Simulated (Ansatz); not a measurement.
# A relaxation, step by step

Al2NH8O5, doublet, PBE0-D4/def2-TZVP (Ansatz 0.2.0). Settings:

```yaml
hamiltonian: {xc: pbe0, dispersion: d4}
relax: {f_tol: 0.005, max_steps: 200}
```

Start, a step off a saddle point along its unstable mode:

Al1  (-0.975, 0.400, 0.946)
O2  (-0.726, -0.507, -0.650)
Al3  (0.189, 0.844, -1.462)
O4  (-0.289, 1.748, -2.811)
O5  (1.801, 0.264, -1.417)
O6  (-2.517, 0.631, 1.615)
H7  (0.876, -1.561, 0.854)
N8  (0.212, -0.331, 2.066)
H9  (-0.180, -1.162, -0.462)
O10  (0.994, -1.974, 0.162)
H11  (-1.137, 2.200, -2.895)
H12  (2.480, 0.659, -1.966)
H13  (-3.297, 0.907, 1.157)
H14  (1.034, 0.190, 2.335)
H15  (-0.145, -0.798, 2.886)
H16  (1.679, -1.510, -0.357)
(Å)

```tsv
step	energy less the last (meV)	largest force component (eV/Å)
1	1662.1	11.987
2	74.2	1.312
3	19.1	0.372
4	11.5	0.165
5 (rejected trial)	19.4	0.402
6	2.9	0.162
7 (rejected trial)	3.0	0.103
8	1.0	0.016
9	0.6	0.015
10	0.2	0.023
11 (rejected trial)	0.2	0.022
12	0.0	0.010
13	0.0	0.013
14	0.0	0.004
```

Step 3, positions (Å) and forces (eV/Å):

```json
{"atom": "Al1", "x": "-0.980", "y": "0.397", "z": "0.962", "Fx": "-0.067", "Fy": "0.027", "Fz": "-0.118"}
{"atom": "O2", "x": "-0.784", "y": "-0.464", "z": "-0.664", "Fx": "-0.220", "Fy": "0.372", "Fz": "0.057"}
{"atom": "Al3", "x": "0.170", "y": "0.875", "z": "-1.436", "Fx": "0.049", "Fy": "-0.014", "Fz": "0.076"}
{"atom": "O4", "x": "-0.344", "y": "1.786", "z": "-2.767", "Fx": "-0.069", "Fy": "-0.013", "Fz": "0.002"}
{"atom": "O5", "x": "1.785", "y": "0.294", "z": "-1.433", "Fx": "0.004", "Fy": "0.009", "Fz": "0.007"}
{"atom": "O6", "x": "-2.545", "y": "0.701", "z": "1.540", "Fx": "0.005", "Fy": "0.000", "Fz": "-0.055"}
{"atom": "H7", "x": "0.991", "y": "-1.772", "z": "0.956", "Fx": "0.025", "Fy": "0.093", "Fz": "-0.179"}
{"atom": "N8", "x": "0.194", "y": "-0.312", "z": "2.139", "Fx": "0.032", "Fy": "-0.131", "Fz": "0.318"}
{"atom": "H9", "x": "-0.196", "y": "-1.260", "z": "-0.522", "Fx": "0.220", "Fy": "-0.331", "Fz": "0.049"}
{"atom": "O10", "x": "1.101", "y": "-2.126", "z": "0.047", "Fx": "-0.007", "Fy": "-0.023", "Fz": "-0.033"}
{"atom": "H11", "x": "-1.186", "y": "2.232", "z": "-2.830", "Fx": "0.018", "Fy": "0.000", "Fz": "-0.005"}
{"atom": "H12", "x": "2.458", "y": "0.702", "z": "-1.977", "Fx": "-0.006", "Fy": "-0.018", "Fz": "0.013"}
{"atom": "H13", "x": "-3.307", "y": "0.951", "z": "1.022", "Fx": "0.053", "Fy": "-0.037", "Fz": "-0.007"}
{"atom": "H14", "x": "1.071", "y": "0.163", "z": "2.315", "Fx": "-0.110", "Fy": "-0.043", "Fz": "-0.021"}
{"atom": "H15", "x": "-0.182", "y": "-0.616", "z": "3.035", "Fx": "0.132", "Fy": "0.137", "Fz": "-0.227"}
{"atom": "H16", "x": "1.752", "y": "-1.552", "z": "-0.387", "Fx": "-0.060", "Fy": "-0.028", "Fz": "0.122"}
```

Last step (14):

```
16
angstrom
Al -0.9888 0.4053 0.9671
O -0.7995 -0.4352 -0.6520
Al 0.1826 0.8955 -1.4012
O -0.3214 1.7849 -2.7507
O 1.7885 0.2846 -1.3679
O -2.5626 0.6709 1.5376
H 0.9229 -1.7540 0.9202
N 0.2323 -0.2702 2.1220
H -0.2226 -1.2603 -0.5229
O 1.0148 -2.1427 0.0245
H -1.1362 2.2792 -2.8043
H 2.4832 0.6753 -1.8963
H -3.3326 0.7530 0.9793
H 1.1247 0.2006 2.1933
H -0.0757 -0.4883 3.0608
H 1.6902 -1.5987 -0.4096
```

The run took 29 s on 4 CPU threads of an AMD EPYC 7R13 and a share of one NVIDIA H100 (shared host), with 1.1 GiB of host memory at its peak.
